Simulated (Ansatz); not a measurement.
**Reading a saddle point**

A first-order saddle point of GeNH$_{6}$Br, closed shell, PBE0-D4/def2-TZVP, with one imaginary mode of 188i cm⁻¹:

| atom | x (Å) | y (Å) | z (Å) |
| --- | --- | --- | --- |
| Ge1 | -0.4190 | 0.0790 | -0.9091 |
| Br2 | 2.1556 | 0.5853 | -0.8522 |
| H3 | -0.2144 | -1.3005 | -1.5359 |
| H4 | -1.8816 | 0.0614 | -0.3235 |
| H5 | -0.4877 | 1.3025 | -1.8370 |
| H6 | 1.0259 | -0.6375 | 1.1317 |
| N7 | 0.1219 | -0.1698 | 1.1255 |
| H8 | -0.5751 | -0.6698 | 1.6710 |
| H9 | 0.2745 | 0.7495 | 1.5296 |

Program: Ansatz 0.2.0. Basis: def2-TZVPP and def2-QZVPP. Cores are frozen in the correlated methods. Filled d shells of the heavier atoms are correlated. The def2 sets are not built for correlating such inner shells, so the correlated values are less sure here. Extrapolation: Hartree–Fock as exp(−7.88 √X), correlation as X^−2.97.

Which contacts change along the imaginary mode, and what lies on either side? (A judgement: the text doesn't fix the answer.)

Computed: The step is GeH₃Br ([GeH3][Br]) + NH₃ → GeNH₅ ([NH2][GeH3]) + HBr (still joined by a long H–N bond), with the molecules in contact on both sides. Shortening one way: Ge1–N7, Br2–H6; lengthening the same way: Ge1–Br2, H6–N7.
```csv
pair,one side (Å),saddle (Å),other side (Å)
Ge1–N7,3.21,2.12,1.94
Br2–H6,3.45,2.59,1.89
Ge1–Br2,2.32,2.62,3.48
H6–N7,1.01,1.02,1.13
```

Which side is lower, and how far does the saddle lie above each? (An estimate is asked for; the value comes from the calculation.)

By the calculation: The side with Ge1–Br2, H6–N7 short is lower by 57.9 kJ/mol; the saddle lies 75.7 kJ/mol above it and 17.8 kJ/mol above the other (CCSD(T) at an estimated basis limit (MP2 extrapolated from triple and quadruple zeta, plus CCSD(T) − MP2 in triple zeta); electronic energies).

The T1 diagnostic stays at or below 0.010.

The step is the kind of exchange with an N–H group that builds nitride films in atomic layer and chemical vapour deposition.

Labels in which every atom is bracketed show which atoms are joined, not bond orders.

For scale, one of the runs: CCSD(T)/def2-TZVPP, 211 basis functions, launched by `ansatz run in.yaml --threads 4 --pin off --events-out ev --progress --plain --max-ram 9574MiB`. The run took 2.6 min on 4 CPU threads of an Arm Neoverse V1 (shared host), with 3 GiB of host memory at its peak.
